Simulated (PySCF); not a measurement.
## Calculated data, BH4O2Si

All values are calculated (PySCF 2.14.0). Calculation on a computer-drawn molecule: optimised geometry and harmonic frequencies of an isolated molecule of the commonest isotopes, restricted reference for singlets and unrestricted otherwise, frozen core in MP2.

## BH4O2Si

Start structure:
```xyz
8
BH4O2Si
O      0.7720    -1.3264     1.9880
B      0.8606    -1.0663     0.7086
Si     2.6785    -0.5995     0.0355
O      2.9945    -0.3955    -1.4579
H     -0.0717    -1.4797     2.4260
H     -0.0798    -1.1374    -0.0363
H      3.9979    -0.4620     0.6317
H      2.5785    -0.3099    -2.3786
```

```
charge       : 1
multiplicity : 1
method       : HF
basis        : cc-pV(D+d)Z
```

Drawn bonds:
```tsv
atom	other atom	order
1	2	1
2	3	1
3	4	1
1	5	1
2	6	1
3	7	1
4	8	1
```

## Withheld values
1. Estimate the rotational constants of BH4O2Si.
2. Estimate the total energy of BH4O2Si.

Calculated values
1. 26.36, 2.707, 2.455 GHz
2. -465.4935 hartree

Further results for BH4O2Si:

```
convergence status largest gradient component : 2.272e-05 hartree/bohr
```

Optimised structure:
```xyz
8
BH4O2Si
O      0.8370    -1.2611     1.9799
B      0.8126    -1.0805     0.6750
Si     2.7126    -0.6203    -0.0284
O      3.0594    -0.3385    -1.5425
H      0.0157    -1.4780     2.4105
H     -0.1185    -1.1526    -0.0609
H      3.9169    -0.5093     0.7911
H      2.4946    -0.3364    -2.3077
```

Modes:
```tsv
frequency (cm⁻¹)	reduced mass (dalton)
45.19	3.798
153	3.909
310.7	6.847
438	1.283
603.6	2.728
618.6	1.11
698.3	1.205
721.9	1.359
889.6	1.151
937.9	1.382
1019	1.071
1084	5.877
1231	1.453
1467	6.728
2444	1.045
2809	1.102
4068	1.067
4102	1.069
```
